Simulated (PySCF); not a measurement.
## Ionisation energy of Pd by level of theory

Pd [Kr] 4d10 (1S) → Pd⁺ [Kr] 4d9 (2D), as a difference of total energies. Computed with PySCF 2.14 in cc-pVDZ-PP with ECP28MDF (4s4p3d1f, 38 functions), with scalar relativity through the core potential. Correlated levels: valence: 4s2 4p6 frozen. The calculations carry no spin-orbit coupling.

| method | ionisation energy (eV) | error (eV) |
| --- | --- | --- |
| UHF | 6.283 | -2.229 |
| PBE | 8.748 | +0.236 |
| MN15 | 8.716 | +0.204 |
| MP2 (valence) | 8.067 | -0.445 |
| SCS-MP2 (valence) | 7.880 | -0.632 |

Reference: 8.512 eV (measured; NIST levels, between the centres of gravity of the two terms).

Errors of the correlated levels include the incompleteness of this basis and the frozen core.
